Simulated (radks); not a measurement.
Problem. These are the eigenvalues of the occupied orbitals of an atom or ion with whole-number occupations (eV). Calculated with a radial shooting solver on a logarithmic mesh with Libxc functionals: scalar-relativistic Kohn-Sham, PBE, spin-unpolarised, spherical densities, finite nucleus; Fermi nuclear charge, rms radius of each element as measured or else 0.836 A^(1/3) + 0.57 fm.

| orbital | eigenvalue |
|---|---|
| 1s | -34872.62 |
| 2s | -6943.433 |
| 2p | -6435.151 |
| 3s | -2578.694 |
| 3p | -2417.823 |

Which element is it, and in what charge state? The configuration may be excited.

Solution. Z = 53, iodine, charge +35: I35+ in [Ar]. The list shows which subshells hold electrons but not how many an open one holds; the 1s level, -1281.5 hartree, gives Z - s = 50.6 by -(Z - s)^2/2, which with screening and relativity narrows Z to a few neighbours, and the depths of the outer levels then fix element, charge and occupations together.
